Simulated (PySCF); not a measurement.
Cd(H)(NH2) (CdH₃N), SMILES [CdH][NH2].

Geometry: B3LYP-D3(BJ)/def2-TZVP. The def2 effective core potentials stand for the cores of Cd; spin–orbit coupling is left out.

Method: C-PCM-B3LYP/def2-TZVPD (PySCF 2.14.0).

The values are the electrostatic part of the solvation free energy, E(continuum) − E(gas) at the gas-phase geometry, in a cavity of scaled van der Waals radii (PySCF's table); cavitation and dispersion terms are not included. A continuum can't describe solvent molecules that bind to the metal. In vacuum the orbital gap is 5.70 eV. The dipole moment in vacuum is 0.99 D.

Estimate the values in water (ε = 78.36), ethanol (ε = 24.85), diethylether (ε = 4.24). (The exact figures need the calculation; the answer reports its results.)


```tsv
solvent	ε	ΔG(elec) (kcal/mol)	dipole (D)	gap (eV)
water	78.36	-9.6	1.56	6.18
ethanol	24.85	-9.2	1.53	6.17
diethylether	4.24	-7.0	1.38	6.09
```
